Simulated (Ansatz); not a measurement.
The cluster Sn₂H₄⁺, relaxed as a doublet with UKS B3LYP-D4/def2-TZVP in Ansatz, starting from the GFN2-xTB geometry. Force threshold 0.02 eV/Å.

In the def2 sets Sn takes a core potential; there is no spin–orbit coupling. The relaxation made no stability test and no search for a lower SCF solution. Another isomer (doublet) lies 0.39 eV lower at PBE0-D4/def2-TZVP; other spin states weren't run for this one.

Start:

```xyz
6

Sn   -1.459    1.334   -0.835
Sn    0.351   -1.232    0.212
H    -1.232    3.166   -0.709
H    -0.060   -3.184    0.064
H     0.397    1.311    0.197
H     2.002   -1.395    1.070
```

```json
{"step": "1", "energy (eV)": "-11721.7224", "largest force component (eV/Å)": "1.802", "SCF passes": "20"}
{"step": "2", "energy (eV)": "-11722.1840", "largest force component (eV/Å)": "0.624", "SCF passes": "26"}
{"step": "3", "energy (eV)": "-11722.3164", "largest force component (eV/Å)": "0.339", "SCF passes": "26"}
{"step": "4", "energy (eV)": "-11722.4425", "largest force component (eV/Å)": "0.496", "SCF passes": "25"}
{"step": "5", "energy (eV)": "-11722.5703", "largest force component (eV/Å)": "0.503", "SCF passes": "25"}
{"step": "6", "energy (eV)": "-11722.8039", "largest force component (eV/Å)": "0.746", "SCF passes": "28"}
{"step": "7", "energy (eV)": "-11723.0697", "largest force component (eV/Å)": "0.515", "SCF passes": "28"}
{"step": "8", "energy (eV)": "-11723.3260", "largest force component (eV/Å)": "0.499", "SCF passes": "25"}
{"step": "9", "energy (eV)": "-11723.5062", "largest force component (eV/Å)": "0.358", "SCF passes": "22"}
{"step": "10", "energy (eV)": "-11723.5857", "largest force component (eV/Å)": "0.338", "SCF passes": "22"}
{"step": "11", "energy (eV)": "-11723.6236", "largest force component (eV/Å)": "0.118", "SCF passes": "21"}
{"step": "12", "energy (eV)": "-11723.6448", "largest force component (eV/Å)": "0.129", "SCF passes": "20"}
{"step": "13", "energy (eV)": "-11723.6564", "largest force component (eV/Å)": "0.282", "SCF passes": "21"}
{"step": "14", "energy (eV)": "-11723.6683", "largest force component (eV/Å)": "0.160", "SCF passes": "21"}
{"step": "15", "energy (eV)": "-11723.6721", "largest force component (eV/Å)": "0.068", "SCF passes": "23"}
{"step": "16", "energy (eV)": "-11723.6736", "largest force component (eV/Å)": "0.037", "SCF passes": "21"}
{"step": "17", "energy (eV)": "-11723.6746", "largest force component (eV/Å)": "0.028", "SCF passes": "21"}
{"step": "18", "energy (eV)": "-11723.6757", "largest force component (eV/Å)": "0.044", "SCF passes": "20"}
{"step": "19", "energy (eV)": "-11723.6758", "largest force component (eV/Å)": "0.024", "SCF passes": "21"}
{"step": "20", "energy (eV)": "-11723.6758", "largest force component (eV/Å)": "0.021", "SCF passes": "21"}
{"step": "21", "energy (eV)": "-11723.6760", "largest force component (eV/Å)": "0.017", "SCF passes": "15"}
```

Force components are those of the run's own axes.

End:

| atom | x (Å) | y (Å) | z (Å) |
| --- | --- | --- | --- |
| Sn1 | -1.640 | 1.684 | -0.514 |
| Sn2 | 0.840 | -1.133 | -0.128 |
| H3 | -0.072 | 2.468 | -0.255 |
| H4 | 0.006 | -2.618 | 0.122 |
| H5 | -0.621 | -0.023 | -0.501 |
| H6 | 1.487 | -0.378 | 1.275 |

Bonds formed: Sn2–H5 (atoms count from 1).

No frequencies were taken in this run, so the end may be a saddle point.

Run time 30 s (4 threads of Arm Neoverse V2 on a shared host).
